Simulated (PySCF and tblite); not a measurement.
Values are calculated unless marked as measured or tabulated.
System: C₃H₅BF₂Ge, numbered as in [F:1][B:2]([F:3])[C:4]1=[CH:5][GeH2:6][CH2:7]1.

Two runs for the rotation about the B2–C4 bond (torsion F1–B2–C4–C5 from 0° to 180°, rising) on the same GFN2-xTB geometries. The first, PBE0/pcSseg-1 + D3(BJ), gave a barrier of 4.4 kcal/mol. The second was started with:

```json
{"job": {"kind": "nmr", "xc": "PBE0", "basis": "pcSseg-1", "grid": 0, "pop": false}, "charge": 0, "multiplicity": 1}
```

```
final grid: 12064 points
cycle   1  E = -2417.9037895258  dE =  2.112e-01  |g| = 1.060e+00  |ddm| = 3.328e+00
cycle   2  E = -2417.8233616409  dE =  8.043e-02  |g| = 1.241e+00  |ddm| = 1.174e+00
cycle   3  E = -2418.0192786342  dE = -1.959e-01  |g| = 1.012e-01  |ddm| = 7.467e-01
cycle   4  E = -2418.0208169710  dE = -1.538e-03  |g| = 4.357e-02  |ddm| = 7.623e-02
cycle   5  E = -2418.0210561387  dE = -2.392e-04  |g| = 7.294e-03  |ddm| = 2.617e-02
cycle   6  E = -2418.0210651993  dE = -9.061e-06  |g| = 4.187e-03  |ddm| = 9.664e-03
cycle   7  E = -2418.0210696331  dE = -4.434e-06  |g| = 7.311e-04  |ddm| = 3.959e-03
cycle   8  E = -2418.0210697719  dE = -1.388e-07  |g| = 1.978e-04  |ddm| = 8.994e-04
cycle   9  E = -2418.0210697795  dE = -7.677e-09  |g| = 6.452e-05  |ddm| = 1.954e-04
cycle  10  E = -2418.0210697804  dE = -8.113e-10  |g| = 1.451e-05  |ddm| = 5.920e-05
converged SCF energy = -2418.0210697804

GIAO shielding tensors (ppm)
```

Problem. What is wrong with the second run, and what did it give?

Solution. Its fault: integration grid far too coarse. It ran through; the barrier from its energies is 4.5 kcal/mol, off by 0.1.
